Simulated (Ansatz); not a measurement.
Start from `CO[SiH](Cl)[GeH3]` and change one atom or group to get `Cl[SiH2][GeH3]`.

Ansatz, PBE0-D4/def2-TZVP geometries, multiplicity 1. Each molecule was computed in one conformer, which needn't be the lowest.

Scalar relativity is left out up to krypton.

```json
{"property": "HOMO–LUMO gap (PBE0/def2-TZVPP) / eV", "`CO[SiH](Cl)[GeH3]`": "7.61"}
{"property": "size of the dipole moment (ωB97M-V/def2-TZVPP) / D", "`CO[SiH](Cl)[GeH3]`": "2.24"}
{"property": "LUMO energy (PBE0/def2-TZVPP) / eV", "`CO[SiH](Cl)[GeH3]`": "-0.13"}
{"property": "HOMO–LUMO gap (B3LYP/def2-TZVPP) / eV", "`CO[SiH](Cl)[GeH3]`": "7.24"}
{"property": "size of the dipole moment (PBE/def2-TZVPP) / D", "`CO[SiH](Cl)[GeH3]`": "2.11"}
{"property": "LUMO energy (B3LYP/def2-TZVPP) / eV", "`CO[SiH](Cl)[GeH3]`": "-0.30"}
```

Question: Give the same properties after the change, and the shifts. (Estimate.)

Answer: Ansatz gave: 
```tsv
property	`Cl[SiH2][GeH3]`	shift
HOMO–LUMO gap (PBE0/def2-TZVPP) / eV	7.71	0.10
size of the dipole moment (ωB97M-V/def2-TZVPP) / D	1.25	-0.99
LUMO energy (PBE0/def2-TZVPP) / eV	-0.44	-0.31
HOMO–LUMO gap (B3LYP/def2-TZVPP) / eV	7.32	0.08
size of the dipole moment (PBE/def2-TZVPP) / D	1.17	-0.94
LUMO energy (B3LYP/def2-TZVPP) / eV	-0.62	-0.32
```

With PBE0 the HOMO falls by 0.41 eV and the LUMO falls by 0.31 eV, so the gap widens by about 0.10 eV. PBE moves the HOMO by -0.49 eV and ωB97M-V by -0.37 eV. Dipoles are sizes alone; their direction can turn.

B3LYP here is the variant with VWN-RPA as its local correlation; programs differ in this.
